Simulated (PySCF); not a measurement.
ClGa, charge +1, doublet, at a GFN2-xTB geometry (such geometries of metal compounds can be far from the true shape) (a state made from the parent by changing its charge; the spin is typed, not shown lowest); M062X/3-21G (PySCF).

PySCF was given this input:
```python
from pyscf import gto, scf, dft

mol = gto.M(
    atom='''
Ga   -0.000000   -0.000000   -0.770799
Cl    0.000000    0.000000    1.405574
''',
    basis='3-21g',
    charge=1,
    spin=1,
    verbose=4,
    symmetry=True,
)

mf = dft.UKS(mol)
mf.xc = 'm062x'
mf.kernel()
mf.analyze()
```

Output, abridged:

```
PySCF version 2.14.0

[INPUT] verbose = 4
[INPUT] num. atoms = 2
[INPUT] num. electrons = 47
[INPUT] charge = 1
[INPUT] spin (= nelec alpha-beta = 2S) = 1
[INPUT] symmetry True subgroup None
[INPUT] Mole.unit = angstrom
[INPUT] Symbol           X                Y                Z      unit          X                Y                Z       unit  Magmom
[INPUT]  1 Ga     0.000000000000   0.000000000000  -0.770799000000 AA    0.000000000000   0.000000000000  -1.456599007089 Bohr   0.0
[INPUT]  2 Cl     0.000000000000   0.000000000000   1.405574000000 AA    0.000000000000   0.000000000000   2.656149907809 Bohr   0.0

nuclear repulsion = 128.138140913731
point group symmetry = Coov
symmetry origin: [ 0.00000000e+00  0.00000000e+00 -4.33062237e-07]
symmetry axis x: [1. 0. 0.]
symmetry axis y: [0. 1. 0.]
symmetry axis z: [0. 0. 1.]
num. orbitals of irrep A1 = 17
num. orbitals of irrep E1x = 8
num. orbitals of irrep E1y = 8
num. orbitals of irrep E2x = 1
num. orbitals of irrep E2y = 1
number of shells = 17
number of NR pGTOs = 81
number of NR cGTOs = 35
basis = 3-21g
ecp = {}

******** <class 'pyscf.dft.uks_symm.SymAdaptedUKS'> ********
method = SymAdaptedUKS
initial guess = minao
damping factor = 0
level_shift factor = 0
DIIS = <class 'pyscf.scf.diis.CDIIS'>
diis_start_cycle = 1
diis_space = 8
diis_damp = 0
SCF conv_tol = 1e-09
SCF conv_tol_grad = None
SCF max_cycles = 50
direct_scf = True
direct_scf_tol = 1e-13
number electrons alpha = 24  beta = 23
XC library pyscf.dft.libxc version 7.1.2
    S. Lehtola, C. Steigemann, M. J. T. Oliveira, and M. A. L. Marques,  SoftwareX 7, 1–5 (2018)
XC functionals = m062x
    Y. Zhao and D. G. Truhlar,  Theor. Chem. Acc. 120, 215 (2008)
    Y. Zhao and D. G. Truhlar,  Theor. Chem. Acc. 120, 215 (2008)
radial grids:
    Treutler-Ahlrichs [JCP 102, 346 (1995); DOI:10.1063/1.469408] (M4) radial grids

becke partition: Becke, JCP 88, 2547 (1988); DOI:10.1063/1.454033
pruning grids: <function nwchem_prune>
grids dens level: 3
symmetrized grids: True
atomic radii adjust function: <function treutler_atomic_radii_adjust>
small_rho_cutoff = 0
Freeze 0 electrons in irreps []
    47 free electrons in irreps A1 E1x E1y E2x E2y
Set gradient conv threshold to 3.16228e-05
tot grids = 39784
init E= -2371.45421490558

cycle= 1 E= -2373.05557166517  delta_E= -1.6  |g|= 0.175  |ddm|= 0.994
cycle= 2 E= -2373.04208485552  delta_E= 0.0135  |g|= 0.26  |ddm|= 0.722
cycle= 3 E= -2373.09615137115  delta_E= -0.0541  |g|= 0.0155  |ddm|= 0.323
cycle= 4 E= -2373.09655221323  delta_E= -0.000401  |g|= 0.00463  |ddm|= 0.0522
cycle= 5 E= -2373.09659266663  delta_E= -4.05e-05  |g|= 0.00156  |ddm|= 0.0153
cycle= 6 E= -2373.09659769786  delta_E= -5.03e-06  |g|= 0.000482  |ddm|= 0.00489
cycle= 7 E= -2373.09659868459  delta_E= -9.87e-07  |g|= 0.000197  |ddm|= 0.00249
cycle= 8 E= -2373.09659878857  delta_E= -1.04e-07  |g|= 2.29e-05  |ddm|= 0.000994
cycle= 9 E= -2373.09659879004  delta_E= -1.47e-09  |g|= 2.1e-06  |ddm|= 0.000118
cycle= 10 E= -2373.09659879006  delta_E= -1.59e-11  |g|= 3.42e-07  |ddm|= 9.03e-06
Extra cycle  E= -2373.09659879007  delta_E= -7.73e-12  |g|= 1.87e-07  |ddm|= 9.81e-07
converged SCF energy = -2373.09659879007  <S^2> = 0.75588615  2S+1 = 2.0058775
**** SCF Summaries ****
Total Energy =                       -2373.096598790065400
Nuclear Repulsion Energy =             128.138140913731235
One-electron Energy =                -3550.680609750402709
Two-electron Energy =                 1049.445870046606387
Two-electron Coulomb Energy =         1152.554258896981764
DFT Exchange-Correlation Energy =     -103.108388850375462
TODO: total wave-function symmetry for Coov
alpha occupancy for each irrep:     A1  E1x  E1y  E2x  E2y
                                    13    5    5    0    0
beta  occupancy for each irrep:     A1  E1x  E1y  E2x  E2y
                                    12    5    5    0    0
**** MO energy ****
alpha MO #1 (A1 #1), energy= -372.684877237714 occ= 1
alpha MO #2 (A1 #2), energy= -102.206733104721 occ= 1
alpha MO #3 (A1 #3), energy= -46.7075541919843 occ= 1
alpha MO #4 (A1 #4), energy= -41.3742291997141 occ= 1
alpha MO #5 (E1x #1), energy= -41.373924338533 occ= 1
alpha MO #6 (E1y #1), energy= -41.373924338533 occ= 1
alpha MO #7 (A1 #5), energy= -9.99987085376378 occ= 1
alpha MO #8 (A1 #6), energy= -7.72922620570573 occ= 1
alpha MO #9 (E1x #2), energy= -7.71545616225171 occ= 1
alpha MO #10 (E1y #2), energy= -7.71545616225171 occ= 1
alpha MO #11 (A1 #7), energy= -6.00135158172101 occ= 1
alpha MO #12 (A1 #8), energy= -4.24933163229698 occ= 1
alpha MO #13 (E1x #3), energy= -4.24821956719722 occ= 1
alpha MO #14 (E1y #3), energy= -4.24821956719722 occ= 1
alpha MO #15 (A1 #9), energy= -1.19922550176103 occ= 1
alpha MO #16 (E1x #4), energy= -1.17739278387912 occ= 1
alpha MO #17 (E1y #4), energy= -1.17739278387912 occ= 1
alpha MO #18 (E2x #1), energy= -1.17688429320237 occ= 1
alpha MO #19 (E2y #1), energy= -1.17688429320237 occ= 1
alpha MO #20 (A1 #10), energy= -1.14435396358586 occ= 1
alpha MO #21 (A1 #11), energy= -0.748054920271025 occ= 1
alpha MO #22 (E1x #5), energy= -0.627754718215662 occ= 1
alpha MO #23 (E1y #5), energy= -0.627754718215662 occ= 1
alpha MO #24 (A1 #12), energy= -0.597067164101622 occ= 1
alpha MO #25 (E1x #6), energy= -0.279166557474173 occ= 0
alpha MO #26 (E1y #6), energy= -0.279166557474173 occ= 0
alpha MO #27 (A1 #13), energy= -0.177379712587632 occ= 0
alpha MO #28 (A1 #14), energy= -0.0483592684646247 occ= 0
alpha MO #29 (E1x #7), energy= 0.0084432920477 occ= 0
alpha MO #30 (E1y #7), energy= 0.0084432920477 occ= 0
alpha MO #31 (A1 #15), energy= 0.0248543823593423 occ= 0
alpha MO #32 (A1 #16), energy= 0.41335196562679 occ= 0
alpha MO #33 (E1x #8), energy= 0.446223675846833 occ= 0
alpha MO #34 (E1y #8), energy= 0.446223675846833 occ= 0
alpha MO #35 (A1 #17), energy= 0.531469825640357 occ= 0
beta  MO #1 (A1 #1), energy= -372.683277837306 occ= 1
beta  MO #2 (A1 #2), energy= -102.201375950774 occ= 1
beta  MO #3 (A1 #3), energy= -46.7055678595955 occ= 1
beta  MO #4 (E1x #1), energy= -41.3731250318594 occ= 1
beta  MO #5 (E1y #1), energy= -41.3731250318594 occ= 1
beta  MO #6 (A1 #4), energy= -41.3724582789936 occ= 1
beta  MO #7 (A1 #5), energy= -9.99839863266084 occ= 1
beta  MO #8 (A1 #6), energy= -7.71642477797798 occ= 1
beta  MO #9 (E1x #2), energy= -7.71406997964391 occ= 1
beta  MO #10 (E1y #2), energy= -7.71406997964391 occ= 1
beta  MO #11 (A1 #7), energy= -5.99620676694541 occ= 1
beta  MO #12 (E1x #3), energy= -4.24578224702817 occ= 1
beta  MO #13 (E1y #3), energy= -4.24578224702817 occ= 1
beta  MO #14 (A1 #8), energy= -4.24564310348786 occ= 1
beta  MO #15 (A1 #9), energy= -1.18997932293139 occ= 1
beta  MO #16 (E2x #1), energy= -1.17560494934258 occ= 1
beta  MO #17 (E2y #1), energy= -1.17560494934258 occ= 1
beta  MO #18 (E1x #4), energy= -1.17559008039182 occ= 1
beta  MO #19 (E1y #4), energy= -1.17559008039182 occ= 1
beta  MO #20 (A1 #10), energy= -1.12624113332957 occ= 1
beta  MO #21 (A1 #11), energy= -0.69706473072843 occ= 1
beta  MO #22 (E1x #5), energy= -0.618428102669212 occ= 1
beta  MO #23 (E1y #5), energy= -0.618428102669212 occ= 1
beta  MO #24 (A1 #12), energy= -0.436312999706658 occ= 0
beta  MO #25 (E1x #6), energy= -0.275297768228197 occ= 0
beta  MO #26 (E1y #6), energy= -0.275297768228197 occ= 0
beta  MO #27 (A1 #13), energy= -0.201042870982181 occ= 0
beta  MO #28 (A1 #14), energy= -0.0811984905603764 occ= 0
beta  MO #29 (E1x #7), energy= -0.0122208291419817 occ= 0
beta  MO #30 (E1y #7), energy= -0.0122208291419817 occ= 0
beta  MO #31 (A1 #15), energy= 0.000548750201244119 occ= 0
beta  MO #32 (A1 #16), energy= 0.423482383874581 occ= 0
beta  MO #33 (E1x #8), energy= 0.44728139986688 occ= 0
beta  MO #34 (E1y #8), energy= 0.44728139986688 occ= 0
beta  MO #35 (A1 #17), energy= 0.536904526285574 occ= 0
 ** Mulliken pop alpha/beta on meta-lowdin orthogonal AOs **
 ** Mulliken pop       alpha | beta **
pop of  0 Ga 1s        1.00000 | 1.00000
pop of  0 Ga 2s        0.99998 | 0.99994
pop of  0 Ga 3s        0.99941 | 0.99743
pop of  0 Ga 4s        0.93190 | 0.48539
pop of  0 Ga 5s        0.00621 | 0.00382
pop of  0 Ga 2px       1.00000 | 1.00000
pop of  0 Ga 2py       1.00000 | 1.00000
pop of  0 Ga 2pz       0.99999 | 0.99999
pop of  0 Ga 3px       0.99986 | 0.99988
pop of  0 Ga 3py       0.99986 | 0.99988
pop of  0 Ga 3pz       0.99985 | 0.99985
pop of  0 Ga 4px       0.05697 | 0.06060
pop of  0 Ga 4py       0.05697 | 0.06060
pop of  0 Ga 4pz       0.26731 | 0.08313
pop of  0 Ga 5px       0.00111 | 0.00079
pop of  0 Ga 5py       0.00111 | 0.00079
pop of  0 Ga 5pz       0.01164 | 0.00507
pop of  0 Ga 3dxy      1.00000 | 1.00000
pop of  0 Ga 3dyz      0.99966 | 0.99969
pop of  0 Ga 3dz^2     0.99558 | 0.99394
pop of  0 Ga 3dxz      0.99966 | 0.99969
pop of  0 Ga 3dx2-y2    1.00000 | 1.00000
pop of  1 Cl 1s        0.99999 | 0.99999
pop of  1 Cl 2s        0.99978 | 0.99978
pop of  1 Cl 3s        0.93588 | 0.93995
pop of  1 Cl 4s        0.00181 | 0.00197
pop of  1 Cl 2px       0.99997 | 0.99997
pop of  1 Cl 2py       0.99997 | 0.99997
pop of  1 Cl 2pz       0.99994 | 0.99992
pop of  1 Cl 3px       0.94186 | 0.93868
pop of  1 Cl 3py       0.94186 | 0.93868
pop of  1 Cl 3pz       0.84892 | 0.48880
pop of  1 Cl 4px       0.00058 | 0.00040
pop of  1 Cl 4py       0.00058 | 0.00040
pop of  1 Cl 4pz       0.00181 | 0.00103
In total            24.00000 | 23.00000
 ** Mulliken atomic charges   ( Nelec_alpha | Nelec_beta ) **
charge of  0Ga =      0.98247  (    15.32705     14.69048 )
charge of  1Cl =      0.01753  (     8.67295      8.30952 )

WARN: System has nonzero charge 1; the dipole moment is origin-dependent.
Location of origin: [0. 0. 0.]

Dipole moment(X, Y, Z, Debye):  0.00000,  0.00000, -4.41876
```
